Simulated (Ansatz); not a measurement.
`O[SiH](Cl)[O][GeH3]` and `CO[SiH](O)Cl` differ in one atom or group.

Ansatz, PBE0-D4/def2-TZVP geometries, multiplicity 1. Each molecule was computed in one conformer, which needn't be the lowest.

Scalar relativity is left out up to krypton.

```tsv
property	`O[SiH](Cl)[O][GeH3]`
HOMO–LUMO gap (B3LYP/def2-TZVPP) / eV	8.42
HOMO energy (PBE0/def2-TZVPP) / eV	-8.89
LUMO energy (ωB97M-V/def2-TZVPP) / eV	1.83
LUMO energy (B3LYP/def2-TZVPP) / eV	-0.22
HOMO energy (B3LYP/def2-TZVPP) / eV	-8.63
size of the dipole moment (ωB97M-V/def2-TZVPP) / D	1.37
```

Question: Give the same properties after the change, and the shifts. (Best estimate.)

Answer: Ansatz gave: 
```tsv
property	`CO[SiH](O)Cl`	shift
HOMO–LUMO gap (B3LYP/def2-TZVPP) / eV	8.85	0.43
HOMO energy (PBE0/def2-TZVPP) / eV	-8.70	0.19
LUMO energy (ωB97M-V/def2-TZVPP) / eV	2.29	0.46
LUMO energy (B3LYP/def2-TZVPP) / eV	0.39	0.61
HOMO energy (B3LYP/def2-TZVPP) / eV	-8.46	0.17
size of the dipole moment (ωB97M-V/def2-TZVPP) / D	1.59	0.22
```

With PBE0 the HOMO rises by 0.19 eV and the LUMO rises by 0.70 eV, so the gap widens by about 0.51 eV. PBE moves the HOMO by 0.31 eV and ωB97M-V by 0.09 eV. Dipoles are sizes alone; their direction can turn.

B3LYP here is the variant with VWN-RPA as its local correlation; programs differ in this.
